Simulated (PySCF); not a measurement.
PbBr: frontier orbitals

PBE0 at R = 2.613 Å; Pb cc-pVTZ-PP with ECP60, Br cc-pVTZ-PP with ECP10; scalar-relativistic core potentials (PySCF 2.14). State: ²Π (doublet), unpaired electrons π ↑. Only the outer orbitals are listed, counted within each symmetry, core potentials removing the inner ones.

```
spin  orbital  occ.  ε (eV)  on Pb (%)            main shells (%)
   α       7σ     1  -21.12          8                    92 Br s
   α       8σ     1  -14.16         88            88 Pb s, 8 Br p
   α       9σ     1   -8.39         31           69 Br p, 22 Pb p
   α       5π     1   -8.09          9            91 Br p, 8 Pb p
   α       5π     1   -8.04          7                    92 Br p
   α       6π     1   -4.84         92                    91 Pb p
   α       6π     0   -3.12         94                    93 Pb p
   α      10σ     0   -1.11         89           86 Pb p, 15 Br p
   α      11σ     0    2.19        104                    98 Pb s
   β       7σ     1  -21.06          8                    92 Br s
   β       8σ     1  -13.47         86           86 Pb s, 11 Br p
   β       9σ     1   -8.27         31  68 Br p, 20 Pb p, 10 Pb s
   β       5π     1   -8.04          7                    93 Br p
   β       5π     1   -7.87          5                    95 Br p
   β       6π     0   -2.79         95                    94 Pb p
   β       6π     0   -2.07         96                    95 Pb p
   β      10σ     0   -0.83         90           86 Pb p, 14 Br p
```

Problem. Which are the highest filled and the lowest empty level, where do they sit, and how wide is the gap?

Solution. Highest filled α 6π at -4.84 eV (in %: 91 Pb p); lowest empty α 6π at -3.12 eV (in %: 93 Pb p); the gap at PBE0 is 1.72 eV. Both belong to one degenerate shell, split only by its one-sided filling, so this is no excitation gap.

The bond order (Mayer) is 1.04, the ⟨S²⟩ is 0.753 and the charge on Pb (Mulliken, basis-dependent) is 0.36. The charge on Pb (Löwdin, basis-dependent) is 0.18 and the dipole moment (positive dipole means Pb(−)Br(+)) is -3.41 D. The polarisability along the bond is 89.2 bohr³ and the polarisability across the bond is 50.8 bohr³.

Shares are Mulliken populations and can fall outside 0 to 100 %.

Spin–orbit coupling is left out, which matters for elements this heavy, above all for dissociation energies. The state is the lowest determinant that a PBE0 search found; another state may lie lower at other levels.
